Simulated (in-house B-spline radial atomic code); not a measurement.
A run on the bromine ion Br⁺ (an excited or competing configuration) that did not converge. Method: scalar-relativistic (X2C) wB97X, spin-polarised, spherical fractional occupations, exact exchange averaged over the configuration, Fermi nucleus of rms radius 4.1629 fm; computed with an all-electron radial atomic-structure program (B-spline basis).

Command:
```bash
python run_scf.py task.json out
```
Settings (nuclear radius in fm, mass in u):
```
Z                35
configuration    [Ne] 3s2 3p5 3d10 4s2 4p4 4f1
hamiltonian      x2c
method           wb97x
spin_polarised   True
nucleus          fermi
rms_radius       4.1629
atomic_mass      78.91834
speed_of_light   137.035999084
exact_exchange   averaged over the configuration
```

First and last ten iterations of the last attempt (damped for 15 steps, keeping 80 % of the old Fock matrix, then DIIS):
```
 iter        energy (Eh)    residual
    1       -2596.520571    4.05e-01
    2       -2597.912989    1.94e-01
    3       -2598.389206    1.23e-01
    4       -2598.594416    7.74e-02
    5       -2598.683391    4.84e-02
    6       -2598.721496    3.16e-02
    7       -2598.738387    2.39e-02
    8       -2598.745702    1.83e-02
    9       -2598.749075    1.41e-02
   10       -2598.750616    1.10e-02
  111       -2598.752617    4.98e-07
  112       -2598.752617    1.22e-06
  113       -2598.752617    1.04e-06
  114       -2598.752617    9.52e-07
  115       -2598.752617    1.89e-06
  116       -2598.752617    9.02e-06
  117       -2598.752617    1.10e-05
  118       -2598.752617    1.33e-05
  119       -2598.752617    4.45e-05
  120       -2598.752617    3.49e-05
 not converged after 120 iterations
```

The smallest residual met was 4.9e-07; the threshold is about 3e-07. Over the last five steps the energy moves by less than 1e-08 hartree, but the orbitals didn't meet the threshold. Time taken, with all properties: 49 s on 1 thread of Arm Neoverse N1 (shared host).
